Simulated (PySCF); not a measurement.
BrGeH₃O.

```xyz
6

Ge     0.2920    -0.9344    -0.0031
O      1.9751    -0.6962    -0.4871
Br    -0.7846     1.1112     0.1032
H     -0.3348    -1.7630    -1.1232
H      0.1888    -1.5438     1.4037
H      2.4648    -0.1145     0.1051
```

Geometry optimised at PBE0-D3(BJ)/def2-SVP. One conformer was computed; it need not be the lowest.

All values below come from PBE0/pcSseg-1 run with PySCF. Non-relativistic, no solvent.

Task: Give the absolute GIAO shielding of each atom: isotropic value and principal components (ppm). (An estimate is asked for; the answer gives what the named calculation found.)

Result: 
```tsv
atom	σ(iso)	σ11	σ22	σ33	span
Ge1	1296.8	1177.9	1300.2	1412.4	234.6
O2	282.1	246.4	263.1	336.8	90.4
Br3	2569.2	2174.2	2663.5	2870.0	695.8
H4	25.5	18.5	20.8	37.1	18.6
H5	25.1	17.8	20.8	36.7	18.9
H6	30.1	21.6	26.4	42.4	20.8
```
